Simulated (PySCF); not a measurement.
## Working out the ionisation energy of Sr¹⁶⁺

Sr¹⁶⁺ [Ar] 3d4 (5D) → Sr¹⁷⁺ [Ar] 3d3 (4F). Calculation: PySCF 2.14, in an even-tempered Gaussian basis (17 s from 1.4 bohr⁻², ratio 2.5; 11 p from 1.8 bohr⁻², ratio 2.5; 8 d from 1.8 bohr⁻², ratio 2.5; 4 f from 7.2 bohr⁻², ratio 2.7; 4 g from 11 bohr⁻², ratio 2.7); no relativity, point nucleus. Frozen: [Ne]; the 26 highest virtual orbitals dropped. Energies in hartree (1 hartree = 27.21139 eV):

```
             part  Sr¹⁶⁺ (lower)  Sr¹⁷⁺ (upper)
              UHF   -3005.140233   -2982.576050
MP2 opposite-spin      -0.305190      -0.300651
    MP2 same-spin      -0.145090      -0.119897
```

**Question.** What does Hartree-Fock give?

**Answer.** (-2982.576050) − (-3005.140233) = 22.564183 hartree = 614.003 eV.

**Question.** What do MP2 and SCS-MP2 (6/5 opposite-spin, 1/3 same-spin) give?

**Answer.** The opposite-spin parts differ by 0.124 eV and the same-spin parts by 0.686 eV. MP2: 614.003 + (0.124) + (0.686) = 614.813 eV. SCS-MP2: 614.003 + 1.2 × (0.124) + (0.686)/3 = 614.380 eV.

Reference: 612 ± 3 eV (theoretical estimate listed by NIST; NIST Atomic Spectra Database, ionization energies), between the lowest levels; spin-orbit coupling is absent from the calculation.

The calculation is non-relativistic.

What remains against the reference includes basis incompleteness, the frozen core and correlation beyond second order.
